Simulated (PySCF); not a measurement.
SMILES C[Si](Cl)(I)C, singlet (CAM-B3LYP/def2-SVP optimised geometry):

```
11

C      1.130    -0.650     0.000
Si    -0.730    -0.650     0.000
C     -1.485    -1.537     1.451
Cl    -1.386    -1.568    -1.741
I     -1.521     1.686     0.000
H      1.521    -0.123    -0.882
H      1.517    -0.154     0.903
H      1.503    -1.686    -0.020
H     -2.582    -1.515     1.396
H     -1.175    -1.066     2.396
H     -1.158    -2.588     1.457
```

Calculation: CAM-B3LYP/def2-TZVP, def2 effective core potentials past Kr in PySCF.

**Question.** What are the frontier orbital energies and the dipole moment?

**Answer.** HOMO-2 -10.02 eV, HOMO-1 -8.88 eV, HOMO -8.86 eV, LUMO 0.66 eV, LUMO+1 1.67 eV; dipole moment 2.42 D.

On the same geometry PySCF with PBE/def2-TZVP, def2 effective core potentials past Kr gives HOMO-2 -7.52 eV, HOMO-1 -6.49 eV, HOMO -6.46 eV, LUMO -1.24 eV, LUMO+1 -0.12 eV; dipole moment 2.33 D.
